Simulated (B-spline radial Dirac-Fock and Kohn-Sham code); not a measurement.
The Cd-like isoelectronic sequence (48 electrons), Z = 48 to 60

These are calculated numbers from a radial B-spline solver; the model is Dirac-Fock (average of configuration) total-energy differences with a finite nucleus, the Breit interaction including its frequency dependence, and self-energy and vacuum-polarisation corrections. Binding energies in eV, tabulated ground configurations ([Kr] 4d10 5s2 throughout). No correlation.

| ion | 2s | 2p1/2 | 3d5/2 | 4d5/2 | outermost level | NIST ionisation energy |
| --- | --- | --- | --- | --- | --- | --- |
| Cd | 4032.3 | 3735.8 | 411.4 | 16.14 | 7.34 (5s) | 8.99382 |
| In⁺ | 4261.0 | 3955.7 | 459.9 | 31.78 | 17.02 (5s) | 18.87041 |
| Sn²⁺ | 4499.0 | 4184.7 | 512.3 | 49.99 | 28.52 (5s) | 30.506 |
| Sb³⁺ | 4746.0 | 4422.6 | 568.4 | 70.47 | 41.62 (5s) | 43.804 ± 0.025 |
| Te⁴⁺ | 5001.9 | 4669.3 | 628.0 | 93.09 | 56.21 (5s) | 59.3 ± 0.9 |
| I⁵⁺ | 5266.7 | 4924.9 | 690.9 | 117.8 | 72.23 (5s) | 74.4 ± 0.4 |
| Xe⁶⁺ | 5540.5 | 5189.2 | 757.2 | 144.4 | 89.61 (5s) | 91.6 ± 0.5 |
| Cs⁷⁺ | ? | ? | ? | ? | ? | ? |
| Ba⁸⁺ | 6115.0 | 5744.7 | 899.5 | 203.4 | 128.4 (5s) | 130.5 ± 0.6 |
| La⁹⁺ | 6416.0 | 6035.8 | 975.4 | 235.7 | 149.7 (5s) | 151.4 ± 0.7 |
| Ce¹⁰⁺ | 6726.1 | 6336.1 | 1054.4 | 269.8 | 172.4 (5s) | 172 ± 2.4 |
| Pr¹¹⁺ | 7045.5 | 6645.5 | 1136.6 | 305.8 | 196.3 (5s) | 196 ± 2.5 |
| Nd¹²⁺ | 7374.3 | 6964.1 | 1221.9 | 343.6 | 221.5 (5s) | 221 ± 3 |

Question: Fill in the row of Cs⁷⁺.

Answer: 2s 5823.2, 2p1/2 5462.5, 3d5/2 826.7, 4d5/2 172.9, outermost 108.3 (5s), NIST 110.1 ± 0.6 eV.

NIST's values are for the lowest levels; a dash marks a value that is missing or belongs to another shell. Their kind here: measured, semi-empirical, theoretical.
